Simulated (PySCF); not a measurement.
## Spinor energies of Ga⁻ (gallium, charge -1)

Start: [Ar] 3d10 4s2 4p2; 4p1/2 filled at m_j = -1/2, +1/2. Calculated with PySCF 2.14 in x2c-SVPall-2c with one added diffuse shell each of s, p, d type (6s7p4d, 47 functions): generalised Hartree-Fock with the X2C-1e Hamiltonian and a Gaussian nucleus; one run each with spin-orbit coupling (SO) switched off, then screened by Boettger's factors.

```
spinor shell  electrons  ε, spin-free (eV)  ε, screened SO (eV)  weight of nominal j (screened SO)  rms radius, screened SO (bohr)
       1s1/2          2           -10432.2             -10432.1                              1.000                          0.0561
       2s1/2          2            -1335.1              -1335.0                              1.000                           0.236
       2p1/2          2            -1157.4              -1176.4                              1.000                           0.209
       2p3/2          4            -1157.4              -1148.2                              1.000                           0.212
       3s1/2          2            -173.69              -173.65                              1.000                           0.699
       3p1/2          2            -117.82              -120.47                              1.000                           0.731
       3p3/2          4            -117.82              -116.48                              1.000                           0.741
       3d3/2          4            -26.430              -26.709                              0.998                           0.898
       3d5/2          6            -26.430              -26.181                              0.999                           0.902
       4s1/2          2             -6.696               -6.670                              0.999                            2.78
       4p1/2          2             -0.463               -0.466                              0.527                            5.08
```

```tsv
quantity	spin-free	screened SO
E (hartree)	-1941.83299	-1941.88387
M_J	0	0
⟨J²⟩	2.017	1.863
⟨L²⟩	2.010	2.010
⟨S²⟩	2.007	2.005
```

The determinant has a definite M_J but mixes levels of different J.

Each row is a mean over spinors that exchange with the open shell spreads, by up to 2.231 eV (4s1/2).

Rows whose weight is well below 1 are mixtures of j = l ± 1/2: exchange outweighs spin-orbit coupling there, and the label is only the starting occupation.

Without spin-orbit coupling the j labels of p, d and f shells carry no meaning; the spin-free column gives the mean over the occupied spinors of each nl shell.
